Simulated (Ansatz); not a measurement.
Basis-set series for Cl₃FMoS (`[F][Mo](=[S])([Cl])([Cl])[Cl]`). Total charge 0; spin multiplicity 1. Mo: def2 effective core potential. All single points use the PBE0-D4/def2-TZVP geometry.

```tsv
functional	basis	functions	energy (Eh)	HOMO (eV)	LUMO (eV)
PBE0-D4	def2-SVP	117	-1945.70376	-8.97	-5.06
PBE0-D4	def2-TZVPP	255	-1946.46618	-8.94	-4.99
ωB97M-V	def2-SVP	117	-1946.18158	-11.01	-2.96
ωB97M-V	def2-TZVPP	255	-1946.93820	-11.02	-2.94
```

Task: Give the rows for def2-QZVPP. (Estimate.)

Result: The calculation gave: 
```tsv
functional	basis	functions	energy (Eh)	HOMO (eV)	LUMO (eV)
PBE0-D4	def2-QZVPP	418	-1946.52905	-8.94	-4.97
ωB97M-V	def2-QZVPP	418	-1946.99813	-11.04	-2.93
```

Program: Ansatz 0.2.0.
